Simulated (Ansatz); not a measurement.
```csv
atom,x (Å),y (Å),z (Å)
H,0.0000,0.0000,-1.4287
C,0.0000,0.0000,-0.4385
C,0.0000,0.0000,0.6767
```

Basis set: 6-31G* (spherical functions). Frozen core: 2 orbitals. Charge 0, multiplicity 2.

Computed with Ansatz (development build ahead of 0.2.0); each method stands on the lowest determinant of its kind that the runs found.

The atomization energy at this shape (free ground-state atoms in the same class of orbitals less the molecule, no zero-point energy) of doublet C2H:

```json
{"method": "UHF-MP2", "atomization energy": "226.81 kcal/mol"}
```

(1) What does UHF give?

## Answers

(1) 167.44 kcal/mol. Caution: the shape is not the minimum; the unrestricted determinant is spin contaminated.
